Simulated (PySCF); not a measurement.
Ir: excitation energy

Ir [Xe] 4f14 5d7 6s2 (4F) → Ir [Xe] 4f14 5d7 6s1 7s1 (6F), as a difference of total energies. Calculation: PySCF 2.14, in aug-cc-pwCVDZ-PP with ECP60MDF (6s6p5d3f, 70 functions); a scalar-relativistic core potential. Correlated levels: valence: 5s2 5p6 frozen; valence and next inner shell: nothing frozen outside the core potential. The calculations carry no spin-orbit coupling.

```json
{"method": "UHF", "excitation energy (cm⁻¹)": "37428"}
{"method": "LDA", "excitation energy (cm⁻¹)": "53202"}
{"method": "PBE", "excitation energy (cm⁻¹)": "49603"}
{"method": "PBE0", "excitation energy (cm⁻¹)": "47770"}
{"method": "r2SCAN", "excitation energy (cm⁻¹)": "48676"}
{"method": "r2SCANh", "excitation energy (cm⁻¹)": "48316"}
{"method": "BHandHLYP", "excitation energy (cm⁻¹)": "48988"}
{"method": "BLYP", "excitation energy (cm⁻¹)": "52159"}
{"method": "wB97X", "excitation energy (cm⁻¹)": "53821"}
{"method": "MP2 (valence)", "excitation energy (cm⁻¹)": "48844"}
{"method": "SCS-MP2 (valence)", "excitation energy (cm⁻¹)": "50619"}
{"method": "MP2 (valence and next inner shell)", "excitation energy (cm⁻¹)": "50361"}
{"method": "SCS-MP2 (valence and next inner shell)", "excitation energy (cm⁻¹)": "51275"}
```

The promoted electron is Rydberg-like, and one or two diffuse shells describe it only roughly, which tends to raise the upper state.
